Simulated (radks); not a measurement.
The numbers below are computed, except where a source is named.
Q: The mean radii <r> (bohr) of the occupied orbitals of an atom or ion are listed with their occupations. Code: a radial shooting solver on a logarithmic mesh with Libxc functionals. Model: Dirac Kohn-Sham, LB94 model potential, spin-unpolarised, spherical densities, finite nucleus; Fermi nuclear charge, rms radius of each element as measured or else 0.836 A^(1/3) + 0.57 fm.

orbital  occ.     <r>
1s1/2       2  0.3264

Name the element and its charge. Open shells, if any, fill j = l - 1/2 first.

A: Z = 5, boron, charge +3: B3+ in [He]. The 1s radius gives Z: for a bare nucleus <r> = (2 gamma + 1)/(2Z) with gamma = sqrt(1 - (Z/c)^2), 0.2999 bohr for Z = 5, and screening makes it slightly larger (0.3264 here). The occupations add up to 2, and the charge is Z minus that.
